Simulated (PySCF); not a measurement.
Cl2MoO2, charge +1, doublet, at a GFN2-xTB geometry (such geometries of metal compounds can be far from the true shape) (the multiplicity is a formal guess) (core potentials on Mo); PBE/def2-SVP in PySCF.

Input for PySCF:
```python
from pyscf import gto, scf, dft

mol = gto.M(
    atom='''
Mo    0.282915   -0.052327    0.093462
O     1.480408   -0.590105   -0.906962
O     0.776017    0.172766    1.652380
Cl   -0.453909    1.804449   -0.662784
Cl   -1.306904   -1.478776    0.081093
''',
    basis='def2-svp',
    ecp={'Mo': 'def2-svp'},
    charge=1,
    spin=1,
    verbose=5,
)

mf = dft.UKS(mol)
mf.xc = 'pbe'
mf.kernel()
```

Q: What does PySCF print? Leave out banner, timings and long lists.

A: 
```
PySCF version 2.14.0

[INPUT] verbose = 5
[INPUT] max_memory = 4000
[INPUT] num. atoms = 5
[INPUT] num. electrons = 63
[INPUT] charge = 1
[INPUT] spin (= nelec alpha-beta = 2S) = 1
[INPUT] symmetry False subgroup None
[INPUT] Mole.unit = angstrom
[INPUT] Symbol           X                Y                Z      unit          X                Y                Z       unit  Magmom
[...]
[INPUT] ---------------- BASIS SET ----------------
[INPUT] l, kappa, [nprim/nctr], expnt,             c_1 c_2 ...
[INPUT] Mo
[...]
                                5.052295          1.6074095756
                                2.913533          0.27804186088
[...]
                                2.453482          0.7644288787
                                0.8503019218      0.6480858564
                                0.36918237179     0.26792115234
[...]
                                1.7736823324      0.20958680086
                                0.76950591696     0.43730880599
                                0.31530878939     0.41123927009
[...]
[INPUT] Cl
[...]
                                1571.7365221      0.014754727977
                                357.12065523      0.066679112875
                                100.25185935      0.17228924084
                                30.812727554      0.158837861
[...]
                                5.7045760975      0.60841752753
                                2.3508376809      0.54352153355
[...]
                                72.102015515      -0.063563355471
                                22.532680262      -0.24016428276
                                7.8991765444      -0.47798866557
                                2.8767268321      -0.38515850005
[...]
[INPUT] O
[...]
                                340.87010191      -0.03989003923
                                77.363135167      -0.17853911985
                                21.47964494       -0.46427684959
                                6.6589433124      -0.44309745172
[...]
                                3.863550544       0.23094120765
                                1.0480920883      0.51375311064
[...]
nuclear repulsion = 339.270565858182
number of shells = 39
number of NR pGTOs = 177
number of NR cGTOs = 95
basis = def2-svp
ecp = {'Mo': 'def2-svp'}

******** <class 'pyscf.dft.uks.UKS'> ********
method = UKS
initial guess = minao
damping factor = 0
level_shift factor = 0
DIIS = <class 'pyscf.scf.diis.CDIIS'>
diis_start_cycle = 1
diis_space = 8
[...]
  6.41667200e-01  6.67387509e-01  6.93707103e-01  7.75931388e-01
  7.97100856e-01  7.98985320e-01  9.31021551e-01  9.53008984e-01
  9.60050729e-01  9.60068015e-01  9.64055448e-01  1.02131493e+00
  1.02909195e+00  1.06717043e+00  1.13841685e+00  1.18368732e+00
  1.23618240e+00  1.25028713e+00  1.31384485e+00  1.44391087e+00
  2.20812687e+00  2.21416800e+00  2.22197692e+00  2.25648860e+00
  2.37088665e+00  2.45132996e+00  2.45696380e+00  2.47604903e+00
  2.52596642e+00  2.84401291e+00  3.90776881e+01]
  beta  mo_energy =
[-1.00913228e+02 -1.00913195e+02 -1.90811999e+01 -1.90811984e+01
 -9.45078051e+00 -9.45075411e+00 -7.27679431e+00 -7.27677934e+00
 -7.27272655e+00 -7.27270318e+00 -7.27247971e+00 -7.27246028e+00
 -2.80763931e+00 -1.87139976e+00 -1.85449967e+00 -1.84171671e+00
 -1.11091621e+00 -1.09365684e+00 -1.00733904e+00 -1.00172575e+00
 -6.65435894e-01 -6.57250056e-01 -6.55865727e-01 -6.47789031e-01
 -6.31028157e-01 -6.01366618e-01 -5.73749090e-01 -5.56709001e-01
 -5.49530494e-01 -5.39182811e-01 -5.38418563e-01 -5.37638261e-01
 -3.86525954e-01 -3.63212679e-01 -3.39697070e-01 -2.81644449e-01
 -2.71768905e-01 -1.99259297e-01 -1.24340534e-01 -1.19778251e-01
 -1.11658756e-01 -3.89065077e-02  2.89987098e-02  3.97864222e-02
  4.57584020e-02  5.14016396e-02  7.14300756e-02  9.50145078e-02
  1.23716635e-01  1.33694316e-01  3.62595172e-01  3.65708928e-01
  3.90324710e-01  4.20855209e-01  4.22143141e-01  4.46107334e-01
  4.66516237e-01  4.77498267e-01  4.83884297e-01  4.87199228e-01
  4.95544074e-01  5.14704021e-01  6.38471018e-01  6.48117385e-01
  6.48310200e-01  6.74290645e-01  7.15756958e-01  7.83950789e-01
  8.04921670e-01  8.08540159e-01  9.54754659e-01  9.59680746e-01
  9.60967419e-01  9.61574354e-01  9.67620897e-01  1.02085393e+00
  1.03238684e+00  1.06519490e+00  1.14231926e+00  1.18440294e+00
  1.23409852e+00  1.26003757e+00  1.32073985e+00  1.44612154e+00
  2.24237255e+00  2.24957988e+00  2.26248105e+00  2.28833270e+00
  2.39981221e+00  2.45919831e+00  2.46635190e+00  2.49435487e+00
  2.55615550e+00  2.85874463e+00  3.90764324e+01]
multiplicity <S^2> = 0.76062555  2S+1 = 2.0105975
nelec by numeric integration = [32.0000017  31.00000103]
E1 = -2253.0751604162588  E2 = 775.8742501597061  Ecoul = 856.5366372069262  Exc = -80.66238704722018
Extra cycle  E= -1137.93034439837  delta_E= 1.39e-07  |g|= 0.000387  |ddm|= 0.00148
SCF not converged.
SCF energy = -1137.93034439837 after 50 cycles  <S^2> = 0.76062555  2S+1 = 2.0105975
```

Convergence was not reached.
